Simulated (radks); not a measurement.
Task: Zn, configuration [Ar] 3d10 4s1 7f1 (not the ground configuration). Method: Dirac Kohn-Sham, PBE, spin-unpolarised, spherical densities, point nucleus; open shells are shared between the two j in proportion to 2j + 1; computed with a radial shooting solver on a logarithmic mesh with Libxc functionals. Some entries of the table are withheld. Estimate them.

orbital,occ.,eigenvalue (eV),<1/r> (bohr^-1)
1s1/2,2,-9532.277,30.23
2s1/2,2,-1166.806,6.621
2p1/2,2,(1),(2)
2p3/2,4,(3),(4)
3s1/2,2,-138.2511,2.095
3p1/2,2,-94.5097,1.961
3p3/2,4,-91.4503,1.923
3d3/2,4,-19.3641,1.526
3d5/2,6,-19.0049,1.514
4s1/2,1,-13.3871,0.5406
7f5/2,0.428571,-0.2250,(5)
7f7/2,0.571429,-0.2250,(6)

Result: 
(1) 2p1/2 eigenvalue (eV): -1028.590
(2) 2p1/2 <1/r> (bohr^-1): 6.578
(3) 2p3/2 eigenvalue (eV): -1004.715
(4) 2p3/2 <1/r> (bohr^-1): 6.421
(5) 7f5/2 <1/r> (bohr^-1): 0.02260
(6) 7f7/2 <1/r> (bohr^-1): 0.02260
